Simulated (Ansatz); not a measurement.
`[SiH3]C[SiH2]Cl` → `[CH2]` (triplet) + `[SiH3][SiH2]Cl` at 600 K and 1 bar (formal loss of a carbene).

Isolated molecules relaxed with PBE0-D4/def2-TZVP in Ansatz; ΔE leaves out vibrations. CBS: MP2 limit from def2 TZ/QZ plus the TZ coupled-cluster correction, frozen cores. This one scheme is used for every species. Triplets are unrestricted, without spin–orbit coupling. One conformer a species, not always the lowest.

```tsv
species	CCSD(T)/CBS energy (Eh)	H − E (kJ/mol)	S (J/(mol·K))
`[SiH3]C[SiH2]Cl`	-1080.25737	250.3	456.2
`[CH2]` (triplet)	-39.09499	66.5	220.8
`[SiH3][SiH2]Cl`	-1040.97629	165.1	399.9
```

H − E and S are ideal-gas, rigid-rotor, harmonic terms from PBE0-D4/def2-TZVP, for one conformer and one mirror image of each species, with the whole ground term of open shells counted as degenerate. 1 Eh = 2625.50 kJ/mol, R = 8.31446 J/(mol·K).

**Question.** By hand: ΔE, ΔH, ΔS and ΔG.

**Answer.** ΔE = (-39.09499) + (-1040.97629) − (-1080.25737) = 0.18609 Eh = 488.6 kJ/mol. Δ(H − E) = 66.5 + 165.1 − 250.3 = -18.7, so ΔH = 469.9 kJ/mol. ΔS = 220.8 + 399.9 − 456.2 = 164.5 J/(mol·K). ΔG = 469.9 − 600 × (164.5)/1000 = 371.2 kJ/mol.

**Question.** By hand: the equilibrium constant, and the temperature at which ΔG would vanish if ΔH and ΔS stayed fixed.

**Answer.** log₁₀ K = −ΔG/(RT ln 10) = -32.3. ΔG = 0 at ΔH/ΔS = 2857 K, far beyond where these terms or the molecules hold.

The number of gas molecules changes by +1, which sets the sign of ΔS. A doubt of 5 kJ/mol in ΔE shifts log₁₀ K by 0.4 here. Other conformers and mirror images would add mixing entropy, several J/(mol·K) or more a flexible species. Modes under 60 cm⁻¹, often nearly free rotors, make the harmonic entropy too high. A triplet takes part, so the spin changes. These are equilibria of isolated gas molecules and say nothing of rates. Largest T1 diagnostic: 0.011 (customary marks: 0.02 for closed shells, 0.045 for open ones).
